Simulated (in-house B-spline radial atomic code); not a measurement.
How numerical settings move a run on the lead ion Pb²⁺, [Xe] 4f14 5d10 6s2. Computed with a B-spline radial code for spherical atoms: Dirac-Kohn-Sham LDA VWN5, spherical fractional occupations, Fermi nucleus of rms radius 5.5012 fm.

Command:
```bash
python run_scf.py task.json out
```
Settings of the sound reference run:
```
Z                82
electrons        80
configuration    [Xe] 4f14 5d10 6s2
hamiltonian      dirac
method           lda,vwn
spin_polarised   False
nucleus          fermi
rms_radius       5.5012
mass_number      208
atomic_mass      207.9767
speed_of_light   137.036
knot_spacing     0.22
spline_order     8
gauss_points     12
box_radius       22.22
max_iterations   70
damping          0.5
damped_steps     3
diis_vectors     10
tolerance        1e-08
start            Thomas-Fermi
```

Run time, properties included: 1.9 s on 1 thread of Intel(R) Xeon(R) Platinum 8259CL CPU @ 2.50GHz, with other jobs on the host.

It converges in 9 iterations to -20910.648754 hartree, with 6s1/2 at -27.8494 eV. The other runs change the listed settings, some to values that make no sense; their results aren't properties of the atom or ion. Radii are in bohr (the nuclear one in fm), a minus after a letter asks for a j subshell, and «unchanged» means within 1e-8 hartree. The run stops when the residual is below 10 × tolerance × max(1, Z/10), or a noise floor if that is larger, and the energy moves by less than 1e-8 × √|E| hartree; so very loose and very tight tolerances often act alike.

```tsv
changed settings	outcome
knot_spacing = 1.4	converged in 9 iterations, energy +2.25e+03 hartree from the reference, 6s1/2 level +1.1e+01 eV (the program warns: 6s1/2 reaches the box edge; 1s1/2 reaches the box edge)
knot_spacing = 0.55, spline_order = 6, max_iterations = 60	converged in 9 iterations, energy +4.21e+00 hartree from the reference, 6s1/2 level +1.9e-01 eV
method = hf, spin_polarised = True	stopped with error: spin polarisation is not served with the Dirac Hamiltonian
gauss_points = 3, max_iterations = 8, damped_steps = 30	not converged after 8 iterations, last residual 4.8e-04, last energy +6.63e-03 hartree from the reference
knot_spacing = 0.55	converged in 10 iterations, energy +2.32e+00 hartree from the reference, 6s1/2 level +1.4e-01 eV (the program warns: 5s1/2 reaches the box edge)
knot_spacing = 0.1	converged in 9 iterations, energy -6.02e-07 hartree from the reference
gauss_points = 8, max_iterations = 75, tolerance = 1e-05, start = bare nucleus	converged in 11 iterations, energy unchanged, 6s1/2 level +2.4e-05 eV
gauss_points = 4	converged in 9 iterations, energy +2.29e-05 hartree from the reference
electrons = 83, configuration = [Xe] 4f14 5d10 6s2 7s3, max_iterations = 50	stopped with error: shell 7s holds at most 2 electrons
knot_spacing = 0.3	converged in 10 iterations, energy +1.25e-04 hartree from the reference, 6s1/2 level +1.2e-05 eV
electrons = 88, configuration = [Xe] 4f14 5d10 6s2 8s2 8p6, max_iterations = 50	converged in 11 iterations to -20909.8860 hartree, a different physical problem (warning: 8s1/2 has a positive eigenvalue: unbound, held by the box)
gauss_points = 5	converged in 9 iterations, energy -7.00e-07 hartree from the reference
max_iterations = 75, damping = 0.2, damped_steps = 30	converged in 34 iterations, energy unchanged, 6s1/2 level +1.6e-05 eV
knot_spacing = 0.55, max_iterations = 60, start = bare nucleus	converged in 12 iterations, energy +2.32e+00 hartree from the reference, 6s1/2 level +1.4e-01 eV (the program warns: 5s1/2 reaches the box edge)
box_radius = 11.11	converged in 9 iterations, energy unchanged, 6s1/2 level +3.2e-07 eV
box_radius = 0.89	converged in 8 iterations, energy +4.68e+02 hartree from the reference, 6s1/2 level +1.7e+03 eV (the program warns: 6s1/2 has a positive eigenvalue: unbound, held by the box; 4d3/2 has a positive eigenvalue: unbound, held by the box)
knot_spacing = 1	converged in 9 iterations, energy +7.16e+01 hartree from the reference, 6s1/2 level +2.0e+00 eV (the program warns: 6s1/2 reaches the box edge; 3s1/2 reaches the box edge)
knot_spacing = 0.15	converged in 9 iterations, energy -7.10e-07 hartree from the reference, 6s1/2 level +3.2e-07 eV
knot_spacing = 2	converged in 8 iterations, energy +4.67e+03 hartree from the reference, 6s1/2 level +1.1e+01 eV (the program warns: 6s1/2 reaches the box edge; 1s1/2 reaches the box edge)
```

What happens with gauss_points = 16?

Converged in 9 iterations, energy unchanged.

What happens with knot_spacing = 0.4?

Converged in 10 iterations, energy +1.41e-02 hartree from the reference, 6s1/2 level +8.5e-04 eV.

What happens with box_radius = 3.33?

Converged in 9 iterations, energy +4.17e-01 hartree from the reference, 6s1/2 level +6.5e+00 eV (the program warns: 6s1/2 reaches the box edge; 5s1/2 reaches the box edge).

What happens with knot_spacing = 0.75?

Converged in 9 iterations, energy +7.73e+01 hartree from the reference, 6s1/2 level +2.8e+00 eV (the program warns: 6s1/2 reaches the box edge; 3s1/2 reaches the box edge).
